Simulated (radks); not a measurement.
Species: Sb29+. Configuration: [Ar] 3d4 (the NIST ground configuration). Calculated with a radial shooting solver on a logarithmic mesh with Libxc functionals: Dirac Kohn-Sham, relativistic LDA (MacDonald-Vosko exchange, VWN5 correlation), spin-unpolarised, spherical densities, finite nucleus; open shells fill j = l - 1/2 first; Fermi nuclear charge, rms radius 4.6802 fm. Some entries of the table are withheld. Estimate them.

orbital,occ.,eigenvalue (hartree),<1/r> (bohr^-1),r(max) (bohr)
1s1/2,2,(1),54.11,0.01842
2s1/2,2,-215.1175,12.66,0.1039
2p1/2,2,-204.8047,12.63,(2)
2p3/2,4,-195.5497,11.73,(3)
3s1/2,2,(4),4.806,0.2899
3p1/2,2,(5),4.739,0.2745
3p3/2,4,(6),4.516,0.2836
3d3/2,4,-60.82849,(7),0.2255
3d5/2,0,-60.37440,(8),0.2280

Answer. 
(1) 1s1/2 eigenvalue (hartree): -1153.896
(2) 2p1/2 r(max) (bohr): 0.07982
(3) 2p3/2 r(max) (bohr): 0.08438
(4) 3s1/2 eigenvalue (hartree): -73.45268
(5) 3p1/2 eigenvalue (hartree): -69.43682
(6) 3p3/2 eigenvalue (hartree): -67.41835
(7) 3d3/2 <1/r> (bohr^-1): 4.393
(8) 3d5/2 <1/r> (bohr^-1): 4.336
